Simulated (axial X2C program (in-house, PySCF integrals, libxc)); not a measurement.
# GaS⁺: cheaper levels and CCSD(T), two-component

All values were computed with an in-house relativistic program for diatomic molecules. Two-component (2c) means X2C with spin–orbit coupling and atomic mean-field two-electron Coulomb and Gaunt terms. Basis: Ga dyall-cv3z [9s9p7d4f1g], S dyall-av3z [9s8p3d2f] (cores contracted in-house); Gaussian nuclei, density fitting, unrestricted open shells. Masses: Ga 68.926 u, S 31.972 u.

State: Ω = 2 (⟨Sz⟩ = 1.00, ⟨Lz⟩ = 1.00 at HF); fragments Ga+ + S.

```csv
level,Re (Å),ωe (cm⁻¹),De (eV)
PBE0,2.287,258.0,0.473
CCSD,2.371,175.6,0.221
r2SCAN0,2.251,283.9,0.414
```

Correlated methods: 8 electrons correlated (number of frozen shells: Ga 3 s, 2 p, 1 d; S 2 s, 1 p), 260 virtual spin orbitals or spinors in MP2, 90 natural virtuals in coupled cluster.

CCSD(T), same Hamiltonian and basis:

Re = 2.332 Å, ωe = 220.2 cm⁻¹, De = 0.31 eV; T1 = 0.021 (Lee–Taylor normalisation).

Problem. Give the differences from CCSD(T) in the columns below.

Solution. 

```tsv
level	ΔRe (Å)	Δωe (cm⁻¹)	ΔDe (eV)
PBE0	-0.045	37.8	0.16
CCSD	0.039	-44.6	-0.09
r2SCAN0	-0.081	63.7	0.10
```

The state is one determinant whose occupation by symmetry is held fixed; it was picked as the lowest of a PBE0 search that is not exhaustive. Dissociation energies refer to the lowest single-determinant-based atoms at the same level and basis. Density functionals use the spin component along the axis (collinear). Coupled cluster ran in a truncated set of natural virtual spinors; the MP2 energy of the rest was added. (T) has no such correction and the atoms are truncated less, which lowers De at CCSD(T) by a hundredth of an eV or more. In 2c an atomic determinant is not the ground J level, so De misses part of the atomic spin–orbit lowering. This holds for PBE0, r2SCAN0. PBE0 can misorder states that lie within some tenths of an eV, so this need not be the ground state of the molecule. The nearest other 2c determinant of the search, Ω = 1, lies 0.21 eV up at the distance of the search. The functionals have no current-density term, which raises determinants with orbital currents, atoms included. The atomic limit has a lower orbital projection than the molecule and lies lower at mean-field level, so De may be about a tenth of an eV too small. With several unpaired electrons one determinant need not be a pure state. Open-shell Ω = 0 determinants with evenly filled partner blocks cannot be reached by this program, so the Ω shown need not be the lowest component. With the outer-core shells frozen, correlated bond lengths of heavy atoms tend to come out a few hundredths of an ångström too long. The levels of this run spread widely (ωe from 176 to 284 cm⁻¹), so these constants depend on the method.
